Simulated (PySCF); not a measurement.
Species: TiEt2(OMe)2, C6H16O2Ti (singlet state).
Bonds: Ti1–C2, Ti1–C9, Ti1–O16, Ti1–O21, C2–C3, C9–C10, O16–C17, O21–C22. Hydrogens: H4, H5 on C2; H6, H7, H8 on C3; H11, H12 on C9; H13, H14, H15 on C10; H18, H19, H20 on C17; H23, H24, H25 on C22.

The calculation used TDDFT PBE0/def2-SVPD, vertical, gas phase, core orbitals frozen in the response in PySCF 2.14.0, density-fitted response routines. Isolated species at its PBE0-D3(BJ)/def2-SVP geometry, gas phase.

Computed states:

```csv
state,E (eV),f
S1,3.55,0.0010
S2,4.02,0.0040
S3,4.17,0.0001
S4,4.31,0.0001
S5,4.86,0.0002
S6,5.09,0.0054
S7,5.11,0.0071
S8,5.37,0.0048
S9,5.78,0.0038
S10,5.81,0.011
S11,5.89,0.013
S12,5.95,0.0006
S13,5.97,0.017
S14,6.04,0.0001
S15,6.09,0.355
```

Broadening: Gaussians 0.3 eV wide at half height, area fixed by f = 4.319×10⁻⁹ ∫ε dν̃. The cross-section is σ = 3.8235×10⁻²¹ ε cm², given in Mb (10⁻¹⁸ cm²). The width is an assumption, not a result. The curve ends short of the highest state used, and states not computed would add to its high-energy end.

Task: Give the broadened spectrum and its maxima.

Result: 
λ (nm), σ (Mb) and a bar:
```
    226.0       1.40 #########
    229.2       1.86 ############
    232.3       2.42 ################
    235.5       3.14 #####################
    238.7       4.01 ###########################
    241.9       4.53 ##############################
    245.0       4.19 ############################
    248.2       3.09 ####################
    251.4       1.82 ############
    254.6       0.88 ######
    257.7       0.38 ###
    260.9       0.15 #
    264.1       0.06 
    267.3       0.02 
    270.4       0.01 
    273.6       0.01 
    276.8       0.01 
    279.9       0.03 
    283.1       0.06 
    286.3       0.11 #
    289.5       0.22 #
    292.6       0.39 ###
    295.8       0.63 ####
    299.0       0.92 ######
    302.2       1.18 ########
    305.3       1.36 #########
    308.5       1.41 #########
    311.7       1.31 #########
    314.9       1.11 #######
    318.0       0.87 ######
    321.2       0.63 ####
    324.4       0.43 ###
    327.6       0.30 ##
    330.7       0.24 ##
    333.9       0.22 #
    337.1       0.24 ##
    340.2       0.28 ##
    343.4       0.32 ##
    346.6       0.35 ##
    349.8       0.36 ##
    352.9       0.35 ##
    356.1       0.32 ##
    359.3       0.27 ##
    362.5       0.22 #
    365.6       0.17 #
    368.8       0.13 #
    372.0       0.09 #
    375.2       0.06 
    378.3       0.04 
    381.5       0.02 
    384.7       0.01 
    387.8       0.01 
    391.0       0.00 
    394.2       0.00 
    397.4       0.00 
    400.5       0.00
```

Maxima: 350 nm (3.55 eV), ε about 95, made up of S1 (100%); 308 nm (4.03 eV), ε about 370, made up of S2 (99%); 242 nm (5.12 eV), ε about 1200, made up of S6 (41%) and S7 (54%) (ε in L mol⁻¹ cm⁻¹; maxima over ε = 5, shares over 10%).

Task: Coming from long wavelengths, where does ε first pass 100 L mol⁻¹ cm⁻¹?

Result: At about 325 nm (3.81 eV), 0.27 eV above S1.

Task: What would ε be at 5.12 eV, the highest of these maxima, with half the width (0.15 eV)?

Result: About 2160 L mol⁻¹ cm⁻¹ against 1190, a factor of about 1.8; a lone state at its own centre would give exactly 2.

Task: On this curve, what absorbance would a 10⁻⁴ mol/L sample give at 365 nm over a 1 cm path?

Result: 365 nm is 3.397 eV, where ε is about 48 L mol⁻¹ cm⁻¹, so A = ε c l ≈ 0.0048 (Beer–Lambert, with the gas-phase spectrum and the assumed width).
